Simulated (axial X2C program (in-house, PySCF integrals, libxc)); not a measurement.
**Ionising NaMn**

Calculated with an in-house relativistic program for diatomic molecules, spin-free (one-electron X2C) or two-component (2c: spin–orbit coupling with atomic mean-field Coulomb and Gaunt terms, which also bring small scalar terms), in Dyall basis sets with cores contracted in-house; open shells are unrestricted.

Basis sets: Mn dyall-cv3z, Na dyall-cv3z.

```
Hamiltonian  level      NaMn state  Re (Å)  ωe (cm⁻¹)  De (eV)
  spin-free     HF  M_S = 3, Λ = 0   3.756       52.1     0.02
  spin-free   PBE0  M_S = 3, Λ = 0   3.291      114.5     0.28
         2c     HF           Ω = 3   3.759       51.9     0.02
         2c   PBE0           Ω = 3   3.292      114.4     0.28
```

Adiabatic ionisation energy (minimum to minimum, no zero-point term) and constants of NaMn⁺:

```
Hamiltonian  level       NaMn⁺ state  IE (eV)  Re (Å)  ωe (cm⁻¹)  De (eV)  fragments
  spin-free     HF  M_S = 5/2, Λ = 0     4.31   3.479      113.5     0.67   Mn + Na+
  spin-free   PBE0  M_S = 5/2, Λ = 0     4.86   3.198      135.8     0.71   Mn + Na+
         2c     HF           Ω = 5/2     4.31   3.479      113.5     0.67   Mn + Na+
         2c   PBE0           Ω = 5/2     4.86   3.198      135.8     0.71   Mn + Na+
```

Question: Add the zero-point terms to the ionisation energy at PBE0, 2c, and say whether the electron removed was bonding.

Answer: IE0 = IE + (ωe⁺ − ωe)/2 = 4.86 + (0.001) = 4.86 eV. Re changes by -0.094 Å, so the bond shortens, as on loss of an antibonding or a polarising non-bonding electron.

Question: Close the cycle De(NaMn⁺) + IE(NaMn) = De(NaMn) + IE(Na) to find the atomic ionisation energy at PBE0, 2c.

Answer: IE(Na) = 0.71 + 4.86 − 0.28 = 5.29 eV, for the determinants used.

Each entry is the lowest single determinant of a limited PBE0 search at one distance. De goes to single-determinant-based atoms at the same level (for ions the charge split of lowest energy) and is withheld (n/a) where an atom does not fit its ground term or J level. Main or longest-lived isotopes. One determinant is a doubtful description, or other states lie close, for NaMn, NaMn⁺; these need not be ground states, and all values refer to the states named. Some open-shell Ω = 0 determinants are out of reach, so the Ω given for NaMn need not be the lowest component. With several unpaired electrons the Ω given is that of one determinant, not necessarily of the lowest component.
